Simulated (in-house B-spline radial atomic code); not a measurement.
Whole-atom quantities along the 15-electron series, configuration [Ne] 3s2 3p3. Computed with a B-spline radial code for spherical atoms: non-relativistic Hartree-Fock, average of the configuration, point nuclei.

This level leaves out relativity, spin-orbit splitting included, which matters for heavy ions.

| ion | Z | E/Z² (Eh) | Σ<r²> (bohr²) | n(0)/Z³ (bohr⁻³) | Lamb diamagnetic shielding (ppm) | repulsion over attraction |
| --- | --- | --- | --- | --- | --- | --- |
| Eu48+ | 63 | -2.0652 | 0.3902 | 0.71334 | 4846.43 | 0.046943 |
| Gd49+ | 64 | -2.0684 | 0.37658 | 0.71373 | 4927.29 | 0.046238 |
| Tb50+ | 65 | -2.0715 | 0.36367 | 0.71411 | 5008.16 | 0.045554 |
| Dy51+ | 66 | -2.0745 | 0.35141 | 0.71448 | 5089.02 | 0.04489 |
| Ho52+ | 67 | -2.0774 | 0.33976 | 0.71483 | 5169.89 | 0.044244 |
| Er53+ | 68 | -2.0802 | 0.32868 | 0.71518 | 5250.76 | 0.043617 |
| Tm54+ | 69 | ? | ? | ? | ? | ? |
| Yb55+ | 70 | -2.0856 | 0.3081 | 0.71585 | 5412.49 | 0.042415 |
| Lu56+ | 71 | -2.0882 | 0.29852 | 0.71617 | 5493.35 | 0.041838 |
| Hf57+ | 72 | ? | ? | ? | ? | ? |
| Ta58+ | 73 | -2.0932 | 0.28067 | 0.71679 | 5655.08 | 0.04073 |
| W59+ | 74 | -2.0956 | 0.27234 | 0.71708 | 5735.95 | 0.040197 |
| Re60+ | 75 | -2.098 | 0.26437 | 0.71737 | 5816.81 | 0.039679 |
| Os61+ | 76 | ? | ? | ? | ? | ? |
| Ir62+ | 77 | -2.1025 | 0.24945 | 0.71793 | 5978.54 | 0.03868 |
| Pt63+ | 78 | -2.1047 | 0.24247 | 0.7182 | 6059.41 | 0.038199 |
| Au64+ | 79 | -2.1068 | 0.23577 | 0.71846 | 6140.27 | 0.037731 |
| Hg65+ | 80 | -2.1088 | 0.22934 | 0.71871 | 6221.14 | 0.037273 |
| Tl66+ | 81 | -2.1109 | 0.22318 | 0.71896 | 6302 | 0.036826 |
| Pb67+ | 82 | -2.1128 | 0.21726 | 0.71921 | 6382.87 | 0.03639 |

(1) Fill in the row of Tm54+.

(2) Fill in the row of Hf57+.

(3) Fill in the row of Os61+.

(4) With what power of Z does the column «Σ<r²> (bohr²)» change over this range?

## Answers

(1) E/Z² (Eh): -2.083; Σ<r²> (bohr²): 0.31814; n(0)/Z³ (bohr⁻³): 0.71552; Lamb diamagnetic shielding (ppm): 5331.62; repulsion over attraction: 0.043007.

(2) E/Z² (Eh): -2.0908; Σ<r²> (bohr²): 0.28939; n(0)/Z³ (bohr⁻³): 0.71648; Lamb diamagnetic shielding (ppm): 5574.22; repulsion over attraction: 0.041276.

(3) E/Z² (Eh): -2.1003; Σ<r²> (bohr²): 0.25675; n(0)/Z³ (bohr⁻³): 0.71765; Lamb diamagnetic shielding (ppm): 5897.68; repulsion over attraction: 0.039173.

(4) A fit of the logarithm of its size against log Z from Z = 63 to 82 has slope -2.22. Unscreened non-relativistic hydrogenic orbitals would give -2.
